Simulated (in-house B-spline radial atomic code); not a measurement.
RPA and G0W0 for S VII (S6+), [He] 2s2 2p6, as one setting changes: the highest l of the empty states. Start: r2SCAN. A dash marks a level of low quasi-particle weight. Computed with an all-electron radial atomic-structure program (B-spline basis): all electrons, non-relativistic, point nucleus, each spin shell either full or empty, empty states to the listed l with an (l + 1/2)⁻⁴ tail; G0W0 by contour deformation at full frequency.

```json
{"highest l of the empty states": "3", "RPA summed (Eh)": "-0.54543", "RPA extrapolated (Eh)": "-0.60441", "G0W0 level (eV)": "2p -280.70"}
{"highest l of the empty states": "4", "RPA summed (Eh)": "-0.57842", "RPA extrapolated (Eh)": "-0.61379", "G0W0 level (eV)": "2p -280.94"}
{"highest l of the empty states": "5", "RPA summed (Eh)": "?", "RPA extrapolated (Eh)": "?", "G0W0 level (eV)": "?"}
{"highest l of the empty states": "6", "RPA summed (Eh)": "-0.5974", "RPA extrapolated (Eh)": "-0.6078", "G0W0 level (eV)": "2p -280.90"}
{"highest l of the empty states": "7", "RPA summed (Eh)": "-0.6006", "RPA extrapolated (Eh)": "-0.60714", "G0W0 level (eV)": "2p -280.90"}
{"highest l of the empty states": "8", "RPA summed (Eh)": "-0.60244", "RPA extrapolated (Eh)": "-0.6068", "G0W0 level (eV)": "2p -280.89"}
{"highest l of the empty states": "9", "RPA summed (Eh)": "?", "RPA extrapolated (Eh)": "?", "G0W0 level (eV)": "?"}
{"highest l of the empty states": "10", "RPA summed (Eh)": "-0.60429", "RPA extrapolated (Eh)": "-0.60648", "G0W0 level (eV)": "2p -280.89"}
{"highest l of the empty states": "11", "RPA summed (Eh)": "-0.60477", "RPA extrapolated (Eh)": "-0.60639", "G0W0 level (eV)": "2p -280.89"}
```

Problem. What belongs in the row for 9?

Solution. RPA summed (Eh): -0.60356; RPA extrapolated (Eh): -0.60661; G0W0 level (eV): 2p -280.89.

Problem. What belongs in the row for 5?

Solution. RPA summed (Eh): -0.59134; RPA extrapolated (Eh): -0.60934; G0W0 level (eV): 2p -280.91.
